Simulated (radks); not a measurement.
All-electron atom: the selenium ion Se4+ in [Ar] 3d10 4s2. Method: Dirac Kohn-Sham, revPBE, spin-unpolarised, spherical densities, finite nucleus; Fermi nuclear charge, rms radius 4.14 fm; computed with a radial shooting solver on a logarithmic mesh with Libxc functionals. Some entries of the table are withheld. Estimate them.

orbital  occ.  eigenvalue (hartree)  <1/r> (bohr^-1)
1s1/2       2             -461.3655            34.57
2s1/2       2             -60.94803            7.687
2p1/2       2             -54.86800            7.651
2p3/2       4             -53.33291            7.414
3s1/2       2                   (1)            2.501
3p1/2       2              -7.65315              (2)
3p3/2       4              -7.43690              (3)
3d3/2       4              -3.84968            2.053
3d5/2       6              -3.81643            2.038
4s1/2       2                   (4)           0.8369
4p1/2       0              -1.77734           0.7383
4p3/2       0              -1.75269           0.7272
5s1/2       0              -0.96051           0.4013

Answer. 
(1) 3s1/2 eigenvalue (hartree): -9.73400
(2) 3p1/2 <1/r> (bohr^-1): 2.381
(3) 3p3/2 <1/r> (bohr^-1): 2.325
(4) 4s1/2 eigenvalue (hartree): -2.26178
